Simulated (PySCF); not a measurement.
C4H4O3Si.
Z-matrix (Å and degrees, GFN2-xTB geometry), rows numbered from 1:
```
O 
C   1  1.1928
O   2  1.3309  1  127.63
C   3  1.3676  2  122.01  1     0.42
C   4  1.3499  3  133.23  2     0.57
Si  5  1.8962  4   96.01  3   179.62
C   4  1.4896  3  123.16  2  -179.56
O   7  1.2009  4  130.63  3     0.62
H   2  1.1031  1  124.58  3  -179.97
H   5  1.0762  4  126.01  3    -0.39
H   6  1.4577  5  116.58  4  -110.78
H   6  1.4576  5  116.62  4   111.47
```

Definitions: NICS(0) = −σiso at the ring centroid; NICS(1) = −σiso and NICS(1)zz = −σzz at ±1 Å along the ring normal z. Level: GIAO PBE0/pcSseg-1 (PySCF, non-relativistic, gas phase) on the GFN2-xTB geometry, one conformer.

Ring bond lengths (Å), with Mayer bond orders in brackets: C4–C5 1.350 (1.69), C5–Si6 1.896 (0.91), Si6–C7 1.949 (0.85), C7–C4 1.490 (0.92).

Problem. Give the NICS values of each ring in ppm.

Solution. 
```tsv
ring	type	NICS(0)	NICS(1), two faces	NICS(1)zz, two faces	rms pucker (Å)	centre to ring atoms, mean (Å)
C4–C5–Si6–C7	4-membered ring with Si; formal bonds 1 double, 3 single	2.0	-3.2 / -3.2	-1.4 / -1.3	0.00	1.18
```

Problem. What do they say, and how far can they be read as aromaticity?

Solution. 
- C4–C5–Si6–C7: mean NICS(1)zz -1.3 ppm, near zero. Si6 has four or more neighbours; no verdict on aromaticity is drawn. NICS(0) lies 5 ppm above the mean NICS(1).

Problem. At the second NICS(1) probe listed for ring C4–C5–Si6–C7, 1 Å off the ring, what do the in-plane components average?

Solution. The isotropic value is a third of the trace: (3 × -3.2 − (-1.3))/2 = -4.2 ppm.

Problem. List the ring angles and the Hirshfeld charges of the ring atoms.

Solution. 
- C4–C5–Si6–C7: C4 103.6° (+0.063 e), C5 96.0° (-0.127 e), Si6 71.0° (+0.344 e), C7 89.4° (+0.058 e); sum 360.0° against 360° for a flat convex ring.

Problem. How shielded are the nuclei of the rings and their hydrogens (means over atoms taken as equivalent)?

Solution. 
```
   atoms                    environment  σ isotropic (ppm)  principal values of the symmetric part, first atom (ppm)
      C4  vinylic carbon bearing oxygen               15.3                                         -81.1, 45.4, 81.6
      C5               alkene CH carbon               20.5                                       -75.5, -22.0, 159.0
     Si6                   SiH2 silicon              379.9                                       343.7, 353.0, 443.1
      C7                carbonyl carbon              -28.7                                       -110.5, -36.2, 60.6
     H10               vinylic hydrogen              22.36                                          17.4, 22.0, 27.6
H11 (×2)                  Si–H hydrogen              26.66                                          24.1, 24.8, 31.1
```
